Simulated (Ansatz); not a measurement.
CrP3H9Cl3⁻, that is fac-CrCl3(PH3)3 with one electron more. The state is a quintet with charge -1. Geometry PBE-D4/def2-SVP, that of the neutral quartet; atoms count from 1.

```xyz
16

Cr   -0.913   -0.036    0.226
Cl   -2.353   -0.231   -1.551
P     0.800    0.167    1.901
H     1.672    1.307    1.955
H     1.795   -0.850    2.092
H     0.268    0.221    3.219
Cl   -1.517   -1.787    1.581
P    -0.023    1.699   -1.182
H    -1.020    2.621   -1.605
H     0.579    1.406   -2.452
H     0.965    2.625   -0.705
Cl   -1.717    1.795    1.351
P     0.174   -1.828   -0.955
H    -0.713   -2.900   -1.252
H     1.253   -2.572   -0.369
H     0.751   -1.635   -2.255
```

The highest occupied level of the charge -1 quintet lies above zero (up to 0.22 eV). By energy differences its removal costs 1.04 eV (vertical, to the charge 0 quartet, at PBE0-D4/def2-TZVP); self-interaction error and the lack of diffuse functions both raise the level.

(1) Estimate the Mulliken populations from the PBE0/def2-TZVP orbitals of Ansatz.

(2) Where does the spin sit?

(3) And the Mayer bond orders between bonded heavy atoms (over 0.3)?

Results:

(1) 
| atom | charge (e) | spin (α − β) | d electrons |
| --- | --- | --- | --- |
| Cr1 | 0.19 | 3.83 | 4.92 |
| Cl2 | -0.49 | 0.08 | – |
| P3 | -0.11 | 0.01 | – |
| H4 | 0.03 | 0.01 | – |
| H5 | 0.03 | 0.01 | – |
| H6 | 0.10 | 0.01 | – |
| Cl7 | -0.45 | 0.00 | – |
| P8 | -0.07 | -0.08 | – |
| H9 | 0.11 | 0.01 | – |
| H10 | 0.04 | 0.00 | – |
| H11 | 0.04 | 0.00 | – |
| Cl12 | -0.49 | 0.08 | – |
| P13 | -0.11 | 0.01 | – |
| H14 | 0.10 | 0.01 | – |
| H15 | 0.03 | 0.01 | – |
| H16 | 0.03 | 0.01 | – |
Mulliken values and Mayer orders depend strongly on the basis.

(2) Summed by element: Cr 3.83, Cl 0.16, P -0.05, H 0.06, of 4 unpaired in all. Largest on single atoms: Cr1 3.83, Cl2 0.08, Cl12 0.08.

(3) Cr1–Cl2 0.73 (2.30 Å); Cr1–P3 0.43 (2.41 Å); Cr1–Cl7 0.79 (2.30 Å); Cr1–P8 0.52 (2.41 Å); Cr1–Cl12 0.73 (2.30 Å); Cr1–P13 0.43 (2.41 Å).
